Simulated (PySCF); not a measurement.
**`C=C1[C@@H](B(C)C)N1C=O`, C₆H₁₀BNO**

Molfile (atoms numbered from 1):
```
C6H10BNO
     RDKit          3D

 19 19  0  0  0  0  0  0  0  0999 V2000
    1.7582    2.1012    0.3980 C   0  0  0  0  0  0  0  0  0  0  0  0
    1.3567    0.8573    0.3360 C   0  0  0  0  0  0  0  0  0  0  0  0
    0.4420   -0.2415    0.7149 C   0  0  1  0  0  0  0  0  0  0  0  0
   -1.0279   -0.3040    0.1660 B   0  0  0  0  0  0  0  0  0  0  0  0
   -1.2810   -0.0320   -1.3588 C   0  0  0  0  0  0  0  0  0  0  0  0
   -2.1738   -0.6699    1.1794 C   0  0  0  0  0  0  0  0  0  0  0  0
    1.5762   -0.3623   -0.2134 N   0  0  0  0  0  0  0  0  0  0  0  0
    1.9299   -1.0217   -1.3214 C   0  0  0  0  0  0  0  0  0  0  0  0
    1.4978   -2.0947   -1.6612 O   0  0  0  0  0  0  0  0  0  0  0  0
    1.2551    2.8136    1.0259 H   0  0  0  0  0  0  0  0  0  0  0  0
    2.6061    2.4469   -0.1678 H   0  0  0  0  0  0  0  0  0  0  0  0
    0.6514   -0.6907    1.6859 H   0  0  0  0  0  0  0  0  0  0  0  0
   -2.3090    0.2227   -1.6023 H   0  0  0  0  0  0  0  0  0  0  0  0
   -1.0449   -0.9488   -1.9029 H   0  0  0  0  0  0  0  0  0  0  0  0
   -0.6308    0.7360   -1.7764 H   0  0  0  0  0  0  0  0  0  0  0  0
   -3.1703   -0.6537    0.7478 H   0  0  0  0  0  0  0  0  0  0  0  0
   -2.1706    0.0052    2.0345 H   0  0  0  0  0  0  0  0  0  0  0  0
   -2.0093   -1.6650    1.5913 H   0  0  0  0  0  0  0  0  0  0  0  0
    2.7342   -0.4893   -1.8678 H   0  0  0  0  0  0  0  0  0  0  0  0
  1  2  2  0
  2  3  1  0
  3  4  1  0
  4  5  1  0
  4  6  1  0
  3  7  1  0
  7  8  1  0
  8  9  2  0
  7  2  1  0
  1 10  1  0
  1 11  1  0
  3 12  1  1
  5 13  1  0
  5 14  1  0
  5 15  1  0
  6 16  1  0
  6 17  1  0
  6 18  1  0
  8 19  1  0
M  END
```

Method: PySCF, GIAO CAM-B3LYP/pcSseg-1 magnetisability, rotational g tensor and spin-rotation constants, non-relativistic, gas phase. Geometry: GFN2-xTB.

Question: What are the magnetisability and the molar susceptibility?

Answer: Isotropic -1312 × 10⁻³⁰ J/T², or -79.0 × 10⁻⁶ cm³/mol; principal values -1482, -1299, -1157 × 10⁻³⁰ J/T², anisotropy 282 × 10⁻³⁰ J/T² (root of half the summed squared differences of the principal values). The susceptibility is in cgs units.

Question: Split it along the inertial axes a, b, c into diamagnetic and paramagnetic parts about the centre of mass, with the quadrupole moment.

Answer: 
```csv
axis,χ (10⁻⁶ cm³/mol),diamagnetic (10⁻⁶ cm³/mol),paramagnetic (10⁻⁶ cm³/mol),summed x² of all electrons (Å²),quadrupole Θ (D Å)
a,-72.5,-776.7,704.2,187.1,+5.47
b,-78.2,-1009.6,931.5,132.2,-7.11
c,-86.4,-1355.1,1268.6,50.8,+1.64
```
Anisotropies 2χaa − χbb − χcc = +19.6 and 2χbb − χaa − χcc = +2.6 × 10⁻⁶ cm³/mol. Θ is traceless in Buckingham's convention.

Question: And the rotational g tensor?

Answer: 
```tsv
axis	rotational constant (GHz)	g	nuclear part	electronic part
a	1.8344	-0.0257	0.5812	-0.6069
b	1.3798	-0.0109	0.5929	-0.6038
c	0.9720	-0.0062	0.5731	-0.5793
```
Asymmetric top; isotopes 11B, 12C, 1H, 14N, 16O; no vibrational averaging.
